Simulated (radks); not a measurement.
The cerium ion Ce+, configuration [Xe] 4f1 5d2 (the NIST ground configuration). All-electron calculation, scalar-relativistic Kohn-Sham, PBE, spin-polarised, spherical densities, finite nucleus; open shells are filled with parallel spins first (spin-orbit coupling, left out, can overturn this in heavy ions); Fermi nuclear charge, rms radius 4.8771 fm. Program: a radial shooting solver on a logarithmic mesh with Libxc functionals.

Radial electron density D(r) = 4 pi r^2 rho(r):

| r (bohr) | D(r) (e/bohr) | spin D(r) |
|---|---|---|
| 0.00211 | 9.422 | -0.0000742 |
| 0.002456 | 11.92 | -0.0000937 |
| 0.002836 | 14.80 | -0.000116 |
| 0.003302 | 18.46 | -0.000145 |
| 0.003813 | 22.58 | -0.000176 |
| 0.004439 | 27.65 | -0.000215 |
| 0.005127 | 33.14 | -0.000258 |
| 0.005969 | 39.58 | -0.000308 |
| 0.006893 | 46.16 | -0.000359 |
| 0.008025 | 53.35 | -0.000417 |
| 0.009268 | 60.03 | -0.000475 |
| 0.01079 | 66.47 | -0.000539 |
| 0.01246 | 71.44 | -0.000604 |
| 0.01451 | 74.98 | -0.000683 |
| 0.01675 | 76.32 | -0.000778 |
| 0.0195 | 75.56 | -0.000917 |
| 0.02252 | 73.17 | -0.00110 |
| 0.02622 | 69.88 | -0.00137 |
| 0.03028 | 67.46 | -0.00169 |
| 0.03525 | 67.31 | -0.00199 |
| 0.04071 | 70.63 | -0.00206 |
| 0.0474 | 77.93 | -0.00152 |
| 0.05474 | 87.02 | 0.000173 |
| 0.06372 | 95.84 | 0.00401 |
| 0.07359 | 100.1 | 0.0104 |
| 0.08567 | 97.97 | 0.0204 |
| 0.09894 | 90.21 | 0.0327 |
| 0.1152 | 80.06 | 0.0471 |
| 0.133 | 73.94 | 0.0601 |
| 0.1549 | 74.84 | 0.0712 |
| 0.1788 | 81.07 | 0.0800 |
| 0.2082 | 86.37 | 0.0937 |
| 0.2405 | 83.07 | 0.123 |
| 0.2799 | 68.72 | 0.188 |
| 0.3233 | 50.32 | 0.296 |
| 0.3764 | 35.44 | 0.464 |
| 0.4346 | 30.97 | 0.658 |
| 0.506 | 33.86 | 0.856 |
| 0.5844 | 36.63 | 0.979 |
| 0.6803 | 33.98 | 1.00 |
| 0.7857 | 26.57 | 0.923 |
| 0.9146 | 17.92 | 0.793 |
| 1.056 | 12.28 | 0.699 |
| 1.23 | 9.540 | 0.688 |
| 1.42 | 8.468 | 0.765 |
| 1.653 | 7.310 | 0.886 |
| 1.909 | 5.702 | 0.965 |
| 2.223 | 3.820 | 0.953 |
| 2.567 | 2.330 | 0.842 |
| 2.989 | 1.269 | 0.657 |
| 3.451 | 0.6826 | 0.466 |
| 4.018 | 0.3450 | 0.288 |
| 4.64 | 0.1735 | 0.161 |
| 5.402 | 0.07697 | 0.0752 |
| 6.239 | 0.03109 | 0.0309 |
| 7.263 | 0.009721 | 0.00971 |
| 8.388 | 0.002528 | 0.00253 |
| 9.765 | 0.0004505 | 0.000450 |

D(r) has 4 maxima, at r = 0.0172, 0.0760, 0.213, 0.594 bohr, and minima at 0.0331, 0.141, 0.435 bohr, inside which lie 1.96, 11.15, 29.00 electrons.
